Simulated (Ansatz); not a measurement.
Computed with Ansatz on PBE0-D4/def2-TZVP structures; ΔE is electronic, products minus reactants. CCSD(T)/CBS is the MP2 limit (def2-TZVPP, def2-QZVPP) plus CCSD(T) − MP2 in def2-TZVPP, frozen cores. Functionals use def2-TZVPP.

Consider the isomerisation: `B1C[SiH2][SiH2]1` → `CB1[SiH2][SiH2]1`.

`B1C[SiH2][SiH2]1`:

Cartesian coordinates in Å:
```
B -0.626 0.723 0.689
C -0.898 -0.784 0.816
Si 0.035 -0.696 -0.885
Si 1.151 1.215 0.059
H -1.489 1.417 0.219
H -1.925 -1.141 0.819
H -0.244 -1.410 1.425
H 1.017 -1.806 -0.929
H -0.806 -0.643 -2.101
H 2.421 0.659 0.593
H 1.364 2.466 -0.704
```

`CB1[SiH2][SiH2]1`:

Cartesian coordinates in Å:
```
C 1.562 -0.884 -0.310
B 0.298 -0.239 0.353
Si -1.555 -0.567 0.048
Si -0.267 1.581 0.413
H 1.335 -1.675 -1.029
H 2.127 -1.360 0.503
H 2.241 -0.163 -0.773
H -2.642 -0.111 0.947
H -2.106 -1.367 -1.080
H 0.324 2.685 -0.393
H -1.317 2.100 1.321
```

```
           level  ΔE (eV)
         r2SCAN0     0.91
CCSD(T)/def2-SVP     0.74
```

(1) What does CCSD(T)/CBS give? (Estimate.)

Largest T1 diagnostic among the species: 0.015.

## Answers

(1) The calculation gave: +0.86 eV. The listed levels differ from it by 0.05, -0.12 eV.

Leaving LDA and LC-ωPBE aside and taking each functional with its dispersion term where it has one, the values, not all of them listed here, spread over 0.25 eV, from BLYP-D4 to ωB97X-V. LDA lies +0.07 eV from PBE without D4. In def2-TZVPP, CCSD(T) changes the Hartree–Fock value by −0.11 eV (the triples alone add −0.03 eV) and MP2 by −0.06 eV. At CCSD(T), def2-SVP lies −0.12 eV from the extrapolated value and def2-TZVPP −0.02 eV.
